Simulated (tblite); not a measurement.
Run record: tight-binding relaxation, `O=C(O)C#CC[SiH2]N([SiH3])[SiH3]`.

Computed with GFN2-xTB geometry optimisation, gas phase (tblite 0.8.0). Start geometry: from a force field or distance geometry. The command runs a driver script over a list of jobs; the input below is this job's line of settings and its coordinates in Å.

Command:
```bash
OMP_NUM_THREADS=1 python probes_run.py task.json out
```

Input:
```
{"job": {"kind": "relax", "xc": "GFN2-xTB", "basis": "xTB"}, "charge": 0, "multiplicity": 1}
O      5.392200    -0.864800    -0.347100
C      4.574000     0.092800    -0.090200
O      5.034900     1.372600     0.131800
C      3.185100    -0.281300    -0.026000
C      2.026600    -0.619000     0.038100
C      0.615300    -1.020500     0.077800
Si    -0.414500     0.512100     0.143700
N     -2.120400     0.241900    -0.231700
Si    -2.637000    -1.446400    -0.103000
Si    -3.248500     1.426700     0.410300
H      6.007300     1.635400     0.081200
H      0.426400    -1.608700    -0.860900
H      0.534400    -1.669100     0.994000
H      0.112800     1.443900    -0.862600
H     -0.214700     1.197400     1.453300
H     -3.632300    -1.681500     0.986600
H     -1.517500    -2.391300     0.041300
H     -3.330700    -1.815100    -1.360900
H     -2.631500     2.381600     1.363500
H     -3.728000     2.233100    -0.739000
H     -4.442900     0.877000     1.054200
```

Task: What does the run print?

Result: 
```
step      E/eV     max force
  0    -827.00166    4.954
  1    -827.33456    4.697
  2    -827.55106    1.863
  3    -827.66358    2.274
  4    -827.83278    1.286
  5    -827.88442    0.472
  6    -827.91100    0.451
  7    -827.92948    0.576
  8    -827.95558    0.388
  9    -827.97084    0.334
... (183 lines left out)
193    -828.15531    0.017
194    -828.15536    0.017
195    -828.15539    0.019
196    -828.15540    0.017
197    -828.15542    0.011
198    -828.15543    0.011
199    -828.15546    0.013
200    -828.15549    0.016
201    -828.15551    0.013
202    -828.15553    0.009
```

«max force» is the largest atomic force in eV/Å.

Task: From which step on does the largest force stay under 0.1 eV/Å, and how much energy is left to gain from there?

Result: From step 123 (0.062 eV/Å), 14.1 meV above the end.

Summary of the converged run: energy lowered by 26.6 kcal/mol over 202 steps; largest atomic force 0.009 eV/Å at the end.

Task: Give the final coordinates.

Result: 0.671 Å rms from the input after alignment:
```
atom  x, y, z in Å
O1     5.0844    0.2133   -1.4384
C2     4.5379    0.2080   -0.3635
O3     5.1589    0.5793    0.7721
C4     3.1836   -0.1803   -0.1309
C5     2.0411   -0.5368    0.0167
C6     0.6791   -0.9124    0.2019
Si7   -0.4461    0.6256    0.0322
N8    -2.1003    0.1347    0.2494
Si9   -2.6112   -1.5134   -0.0535
Si10  -3.2698    1.4104    0.5061
H11    6.0725    0.8345    0.5714
H12    0.4040   -1.6587   -0.5428
H13    0.5545   -1.3535    1.1910
H14   -0.2491    1.2190   -1.2961
H15   -0.0933    1.5752    1.0902
H16   -4.0677   -1.5510    0.0159
H17   -2.0208   -2.3718    0.9780
H18   -2.1575   -1.9288   -1.3842
H19   -2.6481    2.4068    1.3741
H20   -3.6259    2.0086   -0.7827
H21   -4.4349    0.8081    1.1472
```

Hardware: one thread, Arm Neoverse N1 (aarch64), shared host with 64 logical CPUs at a one-minute load of 61. Cost: 4.2 s of wall time.
Labels such as C1 count atoms from 1, the log's own numbers from 0.
